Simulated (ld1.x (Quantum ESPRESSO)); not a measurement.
## Scattering properties, TM semilocal potential for iron (Fe)

| Quantity | Value |
| --- | --- |
| Element | iron |
| Generator | ld1.x (Quantum ESPRESSO) 7.5 |
| Type | norm-conserving Troullier–Martins (semilocal form) |
| Functional | LDA (PZ) |
| Relativity | scalar-relativistic |
| Frozen core | [Ar] |
| Valence charge | 8 |
| Reference configuration | 3d6 4s2 4p0 |
| Partial waves | 4s (bound): rc 1.65 bohr; 3d (bound): rc 1.50 bohr; 4p (bound, empty): rc 3.45 bohr |
| Local potential | the p channel |
| Core correction | Bessel-smoothed model core inside 0.95 bohr |

The phase is arctan(r·u′/u) with u = r·R(r), unwrapped; energies in Ry, scanned from -3 to 5 Ry. A pole is an energy at which the radial function vanishes at the test radius. The pseudo phase is shifted by a multiple of π to meet the all-electron one at the reference energy, and phase errors are pseudo minus all-electron; the curves can meet again beyond the range given. Levels narrower than the energy grid can be missing from the lists of poles.

```csv
channel,radius (bohr),reference energy (Ry),"poles, all-electron","poles, pseudo",unbroken range about the reference energy with phases within 0.05 rad,phase error 1 Ry above the reference energy (rad)
s,3.75,-0.40,"-0.02, 3.36","-0.02, 2.14, 4.53",below 0.8,-0.019
p,3.75,-0.11,"0.59, 4.04","0.58, 3.50",below 1.4,-0.012
d,3.75,-0.57,"-0.55, 1.71","-0.55, 1.77",below 0.6,+0.025
```

Phases in the d channel:

| E (Ry) | all-electron | pseudo |
| --- | --- | --- |
| -3.00 | 1.419 | 1.419 |
| -2.52 | 1.406 | 1.406 |
| -2.04 | 1.388 | 1.388 |
| -1.56 | 1.363 | 1.363 |
| -1.08 | 1.321 | 1.321 |
| -0.60 | 0.791 | 0.791 |
| -0.12 | -1.956 | -1.955 |
| 0.36 | -2.420 | -2.404 |
| 0.84 | -4.149 | -4.115 |
| 1.32 | -4.594 | -4.580 |
| 1.80 | -4.734 | -4.720 |
| 2.28 | -4.840 | -4.817 |
| 2.76 | -5.021 | -4.950 |
| 3.24 | -6.105 | -5.428 |
| 3.72 | -7.527 | -7.300 |
| 4.20 | -7.723 | -7.660 |
| 4.68 | -7.799 | -7.763 |
